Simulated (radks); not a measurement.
Q: The mean radii <r> (bohr) of the occupied orbitals of an atom or ion are listed with their occupations. Method: scalar-relativistic Kohn-Sham, PBE, spin-polarised, spherical densities, finite nucleus; Fermi nuclear charge, rms radius of each element as measured or else 0.836 A^(1/3) + 0.57 fm; computed with a radial shooting solver on a logarithmic mesh with Libxc functionals.

orbital  occ.      <r>
1s down     1  0.01867
1s up       1  0.01867
2s up       1  0.07897
2s down     1  0.07897
2p up       3  0.07057
2p down     3  0.07057
3s up       1   0.2048
3s down     1   0.2045
3p up       3   0.2048
3p down     3   0.2045
3d up       5   0.1855
3d down     5   0.1852
4s up       1   0.4478
4s down     1   0.4484
4p up       3   0.4706
4p down     3   0.4715
4d up       5   0.4897
4d down     5   0.4912
4f up       7   0.4977

Name the element and its charge. Open shells, if any, are filled with parallel spins first.

A: Z = 73, tantalum, charge +20: Ta20+ in [Kr] 4d10 4f7. The 1s radius gives Z: for a bare nucleus <r> = (2 gamma + 1)/(2Z) with gamma = sqrt(1 - (Z/c)^2), 0.01844 bohr for Z = 73, and screening makes it slightly larger (0.01867 here). The occupations add up to 53, and the charge is Z minus that.
